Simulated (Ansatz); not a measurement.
Molecule: CClF (charge 0, singlet). SMILES: F[C]Cl
Geometry: optimised at B3LYP-D3(BJ)/def2-TZVP (Ansatz, an electronic-structure program).

Property: atomisation energy (electronic, to ground-state atoms), in kcal/mol. Cores are frozen in the correlated levels unless marked. UHF or UKS for open shells. Spin-orbit coupling is left out. No relativistic terms. The coupled-cluster limit lacks core correlation, which all-electron functionals hold. Basis-set limits of correlation are two-point, X^-3; Hartree-Fock from the larger set.

The Hartree-Fock reference is unstable (checked in the largest basis), which strains HF and MP2. 

```csv
level,program,atomisation energy (kcal/mol)
BLYP/def2-TZVPD,Ansatz,218.8
PBE0/def2-QZVPP,Ansatz,?
wB97X-V/def2-TZVPD,Ansatz,?
SCS-MP2/cc-pV(Q+d)Z,Ansatz,213.0
CCSD/aug-cc-pV(D+d)Z,Ansatz,185.5
"CCSD(T)/CBS(aug-cc-pV(T+d)Z,aug-cc-pV(Q+d)Z)",Ansatz,?
```

Question: What belongs in the gaps?

Answer: 
- PBE0/def2-QZVPP, atomisation energy (kcal/mol): 216.4
- wB97X-V/def2-TZVPD, atomisation energy (kcal/mol): 214.6
- CCSD(T)/CBS(aug-cc-pV(T+d)Z,aug-cc-pV(Q+d)Z), atomisation energy (kcal/mol): 214.1
